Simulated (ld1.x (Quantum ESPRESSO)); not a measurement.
## What one change does to a pseudopotential (Si, TM)

ld1.x (Quantum ESPRESSO) 7.5 input, shortened:

```
&input
   title='Si', zed=14., rel=1, dft='PBE', iswitch=3,
   config='[Ne] 3s1.5 3p2.5'
 /
 &inputp
   pseudotype=2, tm=.true., lloc=-1, rcloc=2.25,
   nlcc=.true., new_core_ps=.true., rcore=1.00
 /
2
3S  1  0   1.50   0.00  1.55  1.55  0.0
3P  2  1   2.50   0.00  2.30  2.30  0.0
 &test
   configts(1)='3s1.5 3p2.5'
 /
```

All-electron outer shells of the reference configuration (PBE, scalar-relativistic, ld1.x):

| shell | level (eV) | outermost node (bohr) | outermost maximum (bohr) |
| --- | --- | --- | --- |
| 2s | -140.34 | 0.15 | 0.45 |
| 2p | -96.40 | – | 0.39 |
| 3s | -11.20 | 0.72 | 1.77 |
| 3p | -4.38 | 0.72 | 2.14 |

Change: all radii but the core radius scaled by about 1.39 (s 2.16, p 3.20 bohr); local potential all-electron potential smoothed inside 3.14 bohr (lloc = -1).

Cutoffs: the cutoffs (Ry, on a coarse ladder) from which the occupation-weighted sum of valence levels, in a spherical-Bessel basis at the reference potential, stays within 10 and 1 mRy of its value at 400 Ry; they do not see the model core or the augmentation charge, which bear on the density cutoff. Errors are all-electron minus pseudo energies relative to the spin-unpolarised reference configuration.

Question: What does the change do?

Answer: The potential gets softer (15 Ry and 35 Ry → 12 Ry and 30 Ry); of the 7 tests that both files solve, the error grows in 6 and shrinks in 1 by more than 15 % and 0.3 meV (median size 0.4 → 1.6 meV); neither file shows a bound ghost. A larger radius leaves more room for a smooth pseudo-wave, so fewer plane waves are needed.

```csv
quantity,base,changed
"cutoff, loose",15 Ry,12 Ry
"cutoff, tight",35 Ry,30 Ry
loose cutoff by channel (10 mRy a level),"s 12 Ry, p 6 Ry","s 10 Ry, p 6 Ry"
bound ghosts,none,none
"error for 3s2 3p2, meV [ΔE -3.39 eV]",-0.1,-1.1
"error for 3s2 3p1, meV [ΔE 4.35 eV]",+0.4,-3.9
"error for 3s2 3p0, meV [ΔE 20.35 eV]",+13,-27
"error for 3s1 3p3, meV [ΔE 3.43 eV]",-0.3,-1.2
"error for 3s2 3p1.5, meV [ΔE -0.47 eV]",-0.6,-1.6
"error for 3s2 3p2.3, meV [ΔE -4.32 eV]",+0.4,-1.0
"error for 3s1 3p2, meV [ΔE 11.78 eV]",+3.6,-1.8
```
